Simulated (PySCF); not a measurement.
Vertical excitations of a molecule C₃H₆BNO from TDA-PBE/def2-SVPD (PySCF), as energy in eV (oscillator strength): 5.44 (0.157), 5.44 (0.000), 5.73 (0.000), 5.75 (0.000), 6.26 (0.012), 6.49 (0.001), 6.61 (0.002), 6.68 (0.044), 6.69 (0.009), 6.84 (0.004). Lowest triplet (TDA): 4.34 eV. Coordinates come from a PBE0-D3(BJ)/def2-SVP optimisation. The values are those of a single conformer.

Problem. Pick the molecule that these values belong to.
A) C#CB(O)NC
B) COB1C=NC1
C) OB1C=NCC1
D) NB1C=COC1

Solution. A, C#CB(O)NC
